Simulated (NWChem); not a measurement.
System: BiH2O2F; SMILES [Bi]([OH])([OH])[F]

```xyz
6

Bi    -0.0019    -0.0523    -0.2746
F     -1.2706     1.2623     0.6347
O     -0.3214    -1.6520     0.9994
H     -0.0319    -1.4531     1.9004
O      1.6143     0.7774     0.7285
H      1.2787     1.4340     1.3560
```
Atoms are numbered in this order, from 1.

Results from NWChem. Coordinates come from a PBE0/def2-SVP optimisation. def2 effective core potentials on Bi; no spin-orbit coupling. Ions are spin-unrestricted doublets at the neutral geometry; other ion states weren't tried. Functional: LC-ωPBE (HJS hole) with def2-SVP; rows give the range parameter ω in 1/bohr.

**Question.** At which range parameter does −ε(HOMO) equal the ΔSCF ionisation energy (optimal tuning)?

**Answer.** about 0.45 per bohr, by linear interpolation in these runs:
```
range parameter (1/bohr)  vertical ionisation energy, ΔSCF (eV)  −ε(HOMO) (eV)  ΔSCF minus −ε(HOMO) (eV)
------------------------  -------------------------------------  -------------  ------------------------
0.05                                                      10.02           7.27                      2.75
0.10                                                      10.07           7.99                      2.08
0.20                                                      10.33           9.22                      1.11
0.35                                                      10.85          10.60                      0.25
0.80                                                      11.61          12.44                     -0.83
```
